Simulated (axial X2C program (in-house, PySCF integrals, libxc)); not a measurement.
**GaSe⁻ at several levels of theory**

Computed with an in-house relativistic program for diatomic molecules. Spin-free means the one-electron spin-free X2C Hamiltonian; two-component (2c) means X2C with spin–orbit coupling and atomic mean-field two-electron Coulomb and Gaunt terms, so the difference of the two also holds small scalar two-electron terms. Basis: Se dyall-acv3z [9s10p7d5f1g], Ga dyall-acv3z [10s10p8d5f1g] (cores contracted in-house); Gaussian nuclei, density fitting, unrestricted open shells. Masses: Se 79.917 u, Ga 68.926 u.

Input:
```json
{"zs": [34, 31], "q": -1, "bas": ["dyall-acv3z", "dyall-acv3z"], "levels": ["PBE0", "HF", "PBEsol"], "cc": true, "r0": 2.24, "thr": -1.0, "nmax": 90, "npts": 10, "nst": 2, "ntry": 6}
```
```bash
python so2c.py task.json out
```

Keys: zs atomic numbers; q charge; bas basis sets; levels methods; cc coupled cluster on or off; r0 starting distance in Å; thr threshold in hartree for freezing inner shells (an s shell follows its p shell); nmax most natural virtual spinors; npts points on the curve; nst determinants followed; ntry starts of the search. HF also brings MP2.

State, spin-free: M_S = 0, Λ = 0 (closed shell); electrons by block: σα: 15, σβ: 15, π+α: 7, π+β: 7, π-α: 7, π-β: 7, δ+α: 2, δ+β: 2, δ-α: 2, δ-β: 2. Fragments: Se- + Ga.

State, 2c: Ω = 0 (closed shell); electrons by block: 1/2: 22, -1/2: 22, 3/2: 9, -3/2: 9, 5/2: 2, -5/2: 2. Fragments: Se- + Ga.

```csv
Hamiltonian,level,Re (Å),ωe (cm⁻¹),ωexe (cm⁻¹),Be (cm⁻¹),αe (cm⁻¹),De (eV),k (mdyn/Å),μ (D)
spin-free,PBE0,2.255,316.4,0.717,0.08956,0.000309,3.90,2.18,1.14
spin-free,HF,2.258,327.7,0.698,0.08932,0.00029,2.63,2.34,1.53
spin-free,MP2,2.276,315.9,0.705,0.08795,0.000297,4.03,2.18,n/a
spin-free,CCSD,2.273,318.0,0.709,0.08813,0.000296,3.73,2.2,n/a
spin-free,CCSD(T),2.283,310.8,0.733,0.08739,0.000304,3.90,2.11,n/a
spin-free,PBEsol,2.258,307.7,0.739,0.08935,0.000324,4.31,2.06,0.91
2c,PBE0,2.256,315.8,0.718,0.08948,0.00031,n/a,2.17,1.14
2c,HF,2.259,327.0,0.7,0.08923,0.00029,n/a,2.33,1.53
2c,MP2,2.277,315.4,0.705,0.08788,0.000297,3.89,2.17,n/a
2c,CCSD,2.274,317.4,0.712,0.08805,0.000296,3.60,2.2,n/a
2c,CCSD(T),2.284,310.3,0.734,0.08731,0.000305,3.76,2.1,n/a
2c,PBEsol,2.259,307.1,0.74,0.08927,0.000324,n/a,2.06,0.90
```

Correlated methods: 10 electrons correlated (number of frozen shells: Se 3 s, 2 p, 1 d; Ga 3 s, 2 p, 1 d), 338 virtual spin orbitals or spinors in MP2, 90 natural virtuals in coupled cluster.

Dipoles are positive if Ga is the positive end and refer to the centre of mass.

The state is one determinant whose occupation by symmetry is held fixed; it was picked as the lowest of a PBE0 search that is not exhaustive. The closed shell is kept restricted, so the energy runs too high when the bond is stretched far. De is counted from the lowest determinant-based energies of the atoms at the same level, without counterpoise correction. De is not given where an atomic determinant may have missed its ground term or J level, or where the truncated virtual space spoils (T). CCSD and (T) use frozen natural virtuals with an MP2 correction for the truncation; (T) itself is uncorrected, so its De runs slightly low. Without a current term, density functionals place determinants with orbital angular momentum somewhat too high. The highest occupied level of some functionals is positive through self-interaction error; at Hartree–Fock it is bound. With the outer-core shells frozen, correlated bond lengths of heavy atoms tend to come out a few hundredths of an ångström too long. Hartree–Fock gets electron affinities wrong, so its lowest charge split need not be the true one.

Rough cost a point (2c) on 1 thread(s) of a shared host, integrals apart: PBE0 1.7 s, HF 1.2 s, CCSD(T) 5 s, PBEsol 0.8 s.

The whole task took 3.8 min on 1 thread of Arm Neoverse V1, on a shared host.
